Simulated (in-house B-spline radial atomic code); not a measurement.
Results of a calculation; reference values are marked as such.
**Cs in an electron gas of r_s = 3.3: phase shifts, screening and friction**

A nucleus sits in a uniform electron gas with a rigid positive background. The Kohn-Sham equations are solved self-consistently in the spin-unpolarised LDA (PW92), non-relativistic, on B-splines with outgoing waves at the boundary and partial waves to l = 8. The model has no lattice, no bands and no magnetic solution. Atomic units; δ_l are the phase shifts at the Fermi level, counted so that each bound state adds π, and good to about 0.0005. Heavy atoms are models without relativity.

The density parameter is r_s = 3.3 bohr.

```csv
l,δ_l (rad)
0,14.8399
1,12.1443
2,7.0290
3,0.0016
4,-0.0037
5,-0.0001
6,-0.0003
7,0.0000
8,-0.0001
```

Bound levels below the band bottom (hartree): s -7.201, p -5.515, d -2.594, s -0.6688, p -0.264 and deeper ones.

**Question.** Check the Friedel sum rule, and say where the screening charge sits.

**Answer.** k_F = (9π/4)^(1/3)/r_s = 0.58156. The rule is Z = (2/π) Σ (2l + 1) δ_l. The terms are s 9.447, p 23.194, d 22.374, f 0.007 and -0.025 beyond, in all 54.997 against Z = 55. Bound states hold 10 s, 24 p, 20 d electrons, so the scattering states carry 1.00 in all; where a term is smaller than its bound count, the bound level has drawn weight out of the band.

**Question.** Find the transport cross section and the electronic stopping of a 5 keV Cs ion (mass 132.91 u).

**Answer.** σ_tr = (4π/k_F²) Σ (l + 1) sin²(δ_l − δ_(l+1)). The terms for l = 0 to 3 are 0.1861, 1.6925, 1.3766, 0.0001, all together 3.2554, so σ_tr = 37.155 × 3.2554 = 120.952 bohr². With n = 3/(4π r_s³) = 0.006643, the friction coefficient is Q = n k_F σ_tr = 0.4673. For v well below v_F = 0.582, dE/dx = Q v; with 24801 eV per u at v = 1, v = √(5000/(24801 × 132.91)) = 0.0389, so dE/dx = 0.01820 hartree/bohr = 9.36 eV/nm. The largest term couples the p and d waves.
